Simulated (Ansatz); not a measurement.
A run of Ansatz (development build ahead of 0.2.0) on singlet H16 at this shape:

```json
{"atom": "H", "x (Å)": "-1.1560", "y (Å)": "-1.1576", "z (Å)": "-0.7746"}
{"atom": "H", "x (Å)": "-1.1565", "y (Å)": "-1.1496", "z (Å)": "-1.5222"}
{"atom": "H", "x (Å)": "-1.1600", "y (Å)": "-1.1487", "z (Å)": "1.5179"}
{"atom": "H", "x (Å)": "-1.1589", "y (Å)": "-1.1571", "z (Å)": "0.7787"}
{"atom": "H", "x (Å)": "-1.1584", "y (Å)": "1.1459", "z (Å)": "-0.7822"}
{"atom": "H", "x (Å)": "-1.1555", "y (Å)": "1.1480", "z (Å)": "-1.5136"}
{"atom": "H", "x (Å)": "-1.1515", "y (Å)": "1.1407", "z (Å)": "1.5242"}
{"atom": "H", "x (Å)": "-1.1534", "y (Å)": "1.1503", "z (Å)": "0.7820"}
{"atom": "H", "x (Å)": "1.1478", "y (Å)": "-1.1514", "z (Å)": "-0.7819"}
{"atom": "H", "x (Å)": "1.1544", "y (Å)": "-1.1559", "z (Å)": "-1.5152"}
{"atom": "H", "x (Å)": "1.1454", "y (Å)": "-1.1535", "z (Å)": "1.5165"}
{"atom": "H", "x (Å)": "1.1584", "y (Å)": "-1.1535", "z (Å)": "0.7726"}
{"atom": "H", "x (Å)": "1.1584", "y (Å)": "1.1592", "z (Å)": "-0.7830"}
{"atom": "H", "x (Å)": "1.1414", "y (Å)": "1.1483", "z (Å)": "-1.5128"}
{"atom": "H", "x (Å)": "1.1455", "y (Å)": "1.1552", "z (Å)": "1.5284"}
{"atom": "H", "x (Å)": "1.1556", "y (Å)": "1.1538", "z (Å)": "0.7757"}
```

Its results:

- Converged: yes
- Total energy: -8.95956 hartree
- Spin squared of the determinant: 0.000

Problem. Which input gives this output? Name the method, the orbitals and the basis set, and write the input.

Solution. RHF in def2-SVP. An unrestricted run that stays on the closed shell gives the same numbers.

```yaml
crystal:
  periodic: [false, false, false]
  atoms:
    - { symbol: H, position_ang: [-1.15598, -1.1576, -0.77465] }
    - { symbol: H, position_ang: [-1.15651, -1.14964, -1.52216] }
    - { symbol: H, position_ang: [-1.15995, -1.14867, 1.51794] }
    - { symbol: H, position_ang: [-1.1589, -1.1571, 0.77871] }
    - { symbol: H, position_ang: [-1.15838, 1.14587, -0.78215] }
    - { symbol: H, position_ang: [-1.15545, 1.14796, -1.51362] }
    - { symbol: H, position_ang: [-1.15149, 1.14073, 1.52424] }
    - { symbol: H, position_ang: [-1.15338, 1.15026, 0.78201] }
    - { symbol: H, position_ang: [1.14777, -1.1514, -0.78194] }
    - { symbol: H, position_ang: [1.15441, -1.15592, -1.51522] }
    - { symbol: H, position_ang: [1.14537, -1.15352, 1.51651] }
    - { symbol: H, position_ang: [1.15836, -1.15351, 0.77262] }
    - { symbol: H, position_ang: [1.15837, 1.15921, -0.78298] }
    - { symbol: H, position_ang: [1.14136, 1.14828, -1.51284] }
    - { symbol: H, position_ang: [1.14546, 1.15523, 1.52837] }
    - { symbol: H, position_ang: [1.15563, 1.15381, 0.77567] }
basis:
  gaussian: { orbitals: def2-SVP }
hamiltonian:
  xc: hf
```
